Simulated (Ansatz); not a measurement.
ClFGeH$_{4}$Sn (`[F][SnH]([Cl])[GeH3]`), relaxed with RKS PBE-D4/def2-SVP in the Gaussian-basis code of Ansatz from a rough embedded geometry. The force threshold is 0.03 eV/Å; the program also tests the step.

Total charge 0; spin multiplicity 1. Sn: def2 effective core potential.

Start:

```xyz
8

F     0.251    2.466   -0.977
Sn    0.251    0.511   -1.078
Cl    2.417   -0.192   -1.627
Ge   -0.404   -0.528    1.123
H    -0.868   -0.034   -2.318
H    -1.861   -0.084    1.572
H    -0.363   -2.073    1.060
H     0.577   -0.067    2.245
```

Q: How much energy does the relaxation release, and in how many steps? (Best estimate.)

A: The calculation gave: 3.74 kcal/mol, in 6 steps.

Q: Which bonds change most? (Best estimate.)

A: Ansatz gave: Sn2–Ge4 from 2.521 to 2.621 Å; Ge4–H6 from 1.588 to 1.548 Å; Sn2–Cl3 from 2.343 to 2.375 Å; Sn2–H5 from 1.757 to 1.731 Å.

Q: Give the relaxed structure. (An estimate is asked.)

A: Computed: 
```xyz
8

F     0.211    2.382   -0.952
Sn    0.157    0.427   -1.128
Cl    2.400   -0.192   -1.605
Ge   -0.427   -0.551    1.233
H    -0.760    0.146   -2.570
H    -1.846   -0.095    1.648
H    -0.365   -2.095    1.147
H     0.631   -0.021    2.226
```
